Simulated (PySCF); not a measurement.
Telling isomers of C₅H₁₂O₃Si apart by NMR

A single conformation, in vacuum, relativity neglected, averaged over atoms made equivalent by symmetry, fast rotation or ring inversion. NMR shieldings at PBE0/pcSseg-1/GIAO; GFN2-xTB structure; PySCF 2.14.0 with density-fitted response routines.

Chemical shifts δ = σref − σ; $^{1}$H (σref 31.72) and $^{13}$C (σref 186.93) against TMS, all at this level. Where no couplings were computed, multiplicities follow the n + 1 count of equivalent neighbours, and m marks all less simple cases (inequivalent or close neighbours, rings, F or P nearby). Acid and N–H amide carbonyl carbons lie up to 10 ppm further downfield in solution (hydrogen bonding). Shifts are as computed. Against solution values, carbons near 30 ppm lie about +3 ppm off and those near 130 ppm about +5 ppm. Of 1211 compounds with measured shifts, 218 miss one by over three times the rms of a fit or turn the order of signals round; such compounds aren't used in these exercises. OH and NH positions are gas-phase values without hydrogen bonding to other molecules.

(1) Tabulate the signals of `C=C(O[SiH2]O)OC(C)C`, `COC(C)(C)[SiH2]C(=O)O` and their relative energies.

(2) What is the quickest way to tell C=C(O[SiH2]O)OC(C)C from COC(C)(C)[SiH2]C(=O)O?

Results:

(1) 
```tsv
SMILES	carbon types	δC	δH	E rel. (kcal/mol)
C=C(O[SiH2]O)OC(C)C	1×C 1×CH 1×CH2 2×CH3	166.6, 72.3, 62.0, 23.0	5.13 (s, 2H), 4.14 (sept, 1H), 3.74 (br s, 1H), 3.04 (br s, 1H), 1.28 (d, 6H), 0.84 (br s, 1H)	0.0
COC(C)(C)[SiH2]C(=O)O	2×C 3×CH3	187.0, 71.5, 48.2, 22.9	6.79 (br s, 1H), 4.21 (s, 2H), 3.42 (s, 3H), 1.53 (s, 6H)	33.0
```

Energies are electronic energies at PBE0/pcSseg-1 on these geometries, without zero-point or thermal terms, each for the one conformer computed, which needn't be the lowest.

(2) Both give the same number of carbon signals, but DEPT or the intensities differ. The first has an sp3 CH bonded to O at 72.3 ppm, the second a fully substituted sp3 carbon bonded to O and Si (C) at 71.5 ppm. Their most deshielded carbons lie at 166.6 and 187.0 ppm. In the proton spectra the most deshielded non-exchanging signals are 5.13 (s, 2H) and 4.21 (s, 2H).
